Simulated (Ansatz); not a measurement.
Wavefunction ladder for CH$_{5}$ClFNSi (`C[Si](N)(F)Cl`)

```xyz
10

C    -0.817    0.976    0.625
Si   -0.032   -0.178   -0.578
N     1.228   -1.065    0.119
F     0.427    0.691   -1.839
Cl   -1.365   -1.540   -1.329
H    -1.261    0.425    1.455
H    -1.597    1.563    0.137
H    -0.075    1.671    1.028
H     1.553   -1.924   -0.292
H     1.940   -0.619    0.675
```

Charge 0, multiplicity 1. Geometry: relaxed with PBE0-D4/def2-TZVP. It is one conformer, not always the lowest. Frozen core, restricted reference, Ansatz. CBS rows extrapolate triple and quadruple zeta; past MP2 they add the triple-zeta difference.

| basis | HF (Eh) | MP2 corr. | CCSD corr. | (T) | CCSD(T) total |
| --- | --- | --- | --- | --- | --- |
| def2-SVP | ? | -0.72322 | -0.76781 | -0.01666 | ? |
| def2-TZVPP | ? | -0.94634 | ? | -0.03587 | ? |
| def2-QZVPP | -943.42899 | -1.02746 | – | – | – |
| CBS(def2) | ? | -1.08756 | -1.12857 | as TZ | ? |

(1) Fill in the withheld values. (An estimate is asked.)

Answers

(1) Ansatz gave: def2-SVP HF (Eh): -942.88339; def2-SVP CCSD(T) total: -943.66786; def2-TZVPP HF (Eh): -943.39728; def2-TZVPP CCSD corr.: -0.98735; def2-TZVPP CCSD(T) total: -944.42050; CBS(def2) HF (Eh): -943.43335; CBS(def2) CCSD(T) total: -944.59779.
